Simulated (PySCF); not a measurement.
CH2Cl, doublet, at a GFN2-xTB geometry. Base run: PySCF with PBE/def2-TZVP.

Input for PySCF:
```python
from pyscf import gto, scf, dft

mol = gto.Mole()
mol.atom = '''
    C    -1.098627    0.003037   -0.023013
    Cl    0.576869   -0.001595    0.012084
    H    -1.604785    0.945302   -0.039270
    H    -1.610222   -0.936413   -0.028077
'''
mol.basis = 'def2-tzvp'
mol.charge = 0
mol.spin = 1
mol.verbose = 4
mol.build()

mf = dft.UKS(mol)
mf.xc = 'pbe'
mf.kernel()
```

The base run was repeated with changes; each row names its change, and settings that it needs were set with it.

| change | basis functions | E (Eh) | HOMO (eV) | dipole (D) |
|---|---|---|---|---|
| base | 80 | -499.22714 | -4.83 | 0.87 |
| basis = cc-pVDZ-DK; relativity = spin-free X2C | 42 | -500.63441 | -4.63 | 0.83 |
| basis = x2c-SVPall; relativity = spin-free X2C | 42 | -500.43800 | -4.58 | 0.73 |
| basis = x2c-TZVPall; relativity = none | 80 | -498.98261 | -4.81 | 0.85 |
| basis = x2c-TZVPall; relativity = spin-free X2C; nucleus = Gaussian (with mol.nucmod = 'G') | 80 | -500.66564 | -4.80 | 0.83 |
| basis = x2c-TZVPall; relativity = spin-free X2C | 80 | -500.66610 | -4.80 | 0.83 |
| basis = cc-pVDZ-DK; relativity = spin-free X2C; nucleus = Gaussian (with mol.nucmod = 'G') | 42 | -500.63393 | -4.63 | 0.83 |
| basis = x2c-SVPall; relativity = spin-free X2C; nucleus = Gaussian (with mol.nucmod = 'G') | 42 | -500.43757 | -4.58 | 0.73 |
| basis = x2c-SVPall; relativity = none | 42 | -498.84079 | -4.59 | 0.75 |
| basis = cc-pVDZ-DK; relativity = none | 42 | -498.85405 | -4.64 | 0.85 |

Absolute energies of different levels of theory aren't comparable as measures of quality.

Open shells are given as the SCF converged; they aren't shown to be the lowest states, and a large step between rows can be another state.

Basis sets contracted for a relativistic Hamiltonian are a mismatch without it, so the rows without relativity aren't non-relativistic limits. No row has spin-orbit coupling; sets with core potentials leave out the core electrons.
